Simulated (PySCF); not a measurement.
Vertical excitations of a molecule C2H10Si2 from TDDFT-LC-ωPBE/def2-SVPD in PySCF, as energy in eV (oscillator strength): 7.98 (0.000), 8.66 (0.000), 8.70 (0.245). Lowest triplet (TDA): 7.52 eV. The structure is a stationary point at B3LYP-D3(BJ)/def2-SVP. One conformer was computed; it need not be the lowest.

**Question.** Which structure fits?
(A) C[SiH2][SiH2]C
(B) C[SiH](C)[SiH3]
(C) C[SiH2]C[SiH3]
(D) [SiH3]CC[SiH3]

**Answer.** D, [SiH3]CC[SiH3]
